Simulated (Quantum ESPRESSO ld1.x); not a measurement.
Task: The table gives one normalised radial function P(r) = r R(r) of Pt in [Xe] 4f14 6s(up 0.5, down 0.5) 5d(up 5, down 4) (r in bohr). Calculated with ld1.x of Quantum ESPRESSO 7.5: scalar-relativistic Kohn-Sham, LDA (Slater exchange, Perdew-Wang correlation), spin-polarised, spherical densities, point nucleus.

| r | P |
|---|---|
| 0.000749 | 0.0000 |
| 0.000872 | 0.0000 |
| 0.001015 | 0.0000 |
| 0.001182 | 0.0000 |
| 0.001376 | 0.0000 |
| 0.001615 | 0.0000 |
| 0.00188 | 0.0000 |
| 0.002188 | 0.0001 |
| 0.002547 | 0.0001 |
| 0.002965 | 0.0001 |
| 0.003452 | 0.0002 |
| 0.004019 | 0.0003 |
| 0.004679 | 0.0004 |
| 0.005447 | 0.0007 |
| 0.006341 | 0.0010 |
| 0.007441 | 0.0015 |
| 0.008663 | 0.0022 |
| 0.01009 | 0.0033 |
| 0.01174 | 0.0049 |
| 0.01367 | 0.0073 |
| 0.01591 | 0.0107 |
| 0.01852 | 0.0155 |
| 0.02156 | 0.0222 |
| 0.0251 | 0.0316 |
| 0.02923 | 0.0443 |
| 0.03402 | 0.0611 |
| 0.03993 | 0.0839 |
| 0.04648 | 0.1109 |
| 0.05411 | 0.1427 |
| 0.06299 | 0.1779 |
| 0.07334 | 0.2133 |
| 0.08537 | 0.2438 |
| 0.09939 | 0.2622 |
| 0.1157 | 0.2599 |
| 0.1347 | 0.2282 |
| 0.1568 | 0.1612 |
| 0.184 | 0.0527 |
| 0.2142 | -0.0771 |
| 0.2494 | -0.2129 |
| 0.2903 | -0.3269 |
| 0.338 | -0.3888 |
| 0.3935 | -0.3752 |
| 0.4581 | -0.2768 |
| 0.5333 | -0.1026 |
| 0.6208 | 0.1215 |
| 0.7227 | 0.3594 |
| 0.8414 | 0.5729 |
| 0.9874 | 0.7373 |
| 1.149 | 0.8189 |
| 1.338 | 0.8277 |
| 1.558 | 0.7766 |
| 1.814 | 0.6848 |
| 2.111 | 0.5720 |
| 2.458 | 0.4547 |
| 2.861 | 0.3442 |
| 3.331 | 0.2476 |
| 3.878 | 0.1684 |
| 4.551 | 0.1047 |
| 5.298 | 0.0617 |
| 6.167 | 0.0334 |
| 7.18 | 0.0163 |
| 8.359 | 0.0071 |
| 9.731 | 0.0027 |

Which n and l does it have? It may be an empty orbital.

Result: n = 5, l = 2: the number of nodes gives n - l - 1 = 2, the rise at small r (about r^(l+1), flatter next to the nucleus through relativity) gives l, and the extent must fit the shell. The curve is that of 5d down; the table hardly tells the two spins apart. 5d down: eigenvalue -6.106 eV, 2 radial nodes at r = 0.196, 0.573 bohr, <r> = 1.71 bohr, 90 % of the charge inside 2.74 bohr.
